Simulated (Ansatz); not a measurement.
Frontier orbitals of `BC[O][GaH2]`.

Charge 0, multiplicity 1. Correlated methods include outer-core shells of Ga, which these sets cover unevenly. Scalar relativity is left out up to krypton. Geometry: relaxed with PBE0-D4/def2-TZVP. It is one conformer, not always the lowest. Basis def2-TZVPP, Ansatz 0.2.0.

```
             functional  HOMO (eV)  LUMO (eV)  gap (eV)
                    PBE      -6.25      -2.45      3.80
                   BLYP      -6.16      -2.32      3.84
                   PBE0      -7.64      -1.42      6.22
HSE06 (plane-wave form)      -7.23      -1.81      5.42
                ωB97M-V     -10.00       0.43     10.43
                     HF     -11.21       1.50     12.71
```

From PBE to PBE0 the HOMO moves by −1.39 eV and the LUMO by +1.03 eV, and with ωB97M-V by −3.75 and +2.89 eV, so the gap grows from 3.80 to 10.43 eV with exact exchange. A positive LUMO is unbound and depends on the basis.
